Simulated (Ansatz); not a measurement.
Cl3H3SSi2, SMILES `Cl[SiH2]S[SiH](Cl)Cl`, relaxed with RKS PBE0-D4/def2-TZVP in the Gaussian-basis code of Ansatz from a GFN2-xTB geometry. The force threshold is 0.005 eV/Å; the program also tests the step.

Charge 0, multiplicity 1.

Start:

```xyz
9

Cl   -1.046   -1.160   -2.129
Si   -0.337   -1.682   -0.333
S     1.325   -0.423    0.251
Si    0.543    1.568    0.458
Cl   -0.139    2.289   -1.290
Cl   -0.949    1.614    1.809
H    -1.377   -1.532    0.670
H     0.290   -2.989   -0.361
H     1.691    2.314    0.924
```

| step | energy (eV) | largest force (eV/Å) | largest move (Å) |
| --- | --- | --- | --- |
| 1 | -64192.9205 | 1.439 | 0.000 |
| 2 | -64193.0073 | 0.269 | 0.067 |
| 3 | -64193.0236 | 0.063 | 0.048 |
| 4 | -64193.0253 | 0.046 | 0.013 |
| 5 | -64193.0295 | 0.054 | 0.066 |
| 6 | -64193.0307 | 0.010 | 0.022 |
| 7 | -64193.0309 | 0.013 | 0.017 |
| 8 | -64193.0310 | 0.001 | 0.004 |

End:

```xyz
9

Cl   -1.080   -1.240   -2.158
Si   -0.301   -1.622   -0.306
S     1.400   -0.410    0.135
Si    0.567    1.512    0.445
Cl   -0.111    2.352   -1.282
Cl   -0.980    1.474    1.776
H    -1.372   -1.415    0.688
H     0.229   -3.001   -0.290
H     1.648    2.349    0.991
```

It took 22 s on 2 threads of an AMD EPYC 7R13 on a shared host and a share of an NVIDIA H100 80 GB, with 0.95 GiB of host memory at the peak.
